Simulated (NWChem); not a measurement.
System: C3H2BrCl; SMILES C=C=C(Cl)Br

Input file for NWChem:

```
start job
memory heap 200 mb stack 900 mb global 1100 mb
geometry units angstroms noautosym nocenter noautoz
  C     -2.132275     2.003282     0.000000
  C     -1.052841     1.266575     0.000000
  C      0.023001     0.524480     0.000000
  Cl     1.617061     1.186712     0.000000
  Br    -0.079715    -1.360628     0.000000
  H     -2.601984     2.324520    -0.936981
  H     -2.601984     2.324520     0.936981
end
basis spherical
  C library def2-tzvp
  Cl library def2-tzvp
  Br library def2-tzvp
  H library def2-tzvp
end
dft
  xc xpbe96 cpbe96
  iterations 150
  semidirect filesize 400000000
end
property
  efieldgrad
end
task dft property
```

Coordinates come from a PBE0/def2-SVP optimisation.

Vzz is the largest principal value of the second derivative of the potential at the nucleus (NWChem prints the opposite sign); η is the asymmetry. Non-relativistic.

Atoms are numbered as in the input.

Task: Predict the main results of this run. (PBE/def2-TZVP.) Quantities: Vzz Cl4 (a.u.); η Cl4; Vzz Br5 (a.u.); η Br5.

Result: 
```json
{
 "Vzz Cl4 (a.u.)": "4.081",
 "η Cl4": "0.05",
 "Vzz Br5 (a.u.)": "7.673",
 "η Br5": "0.03"
}
```
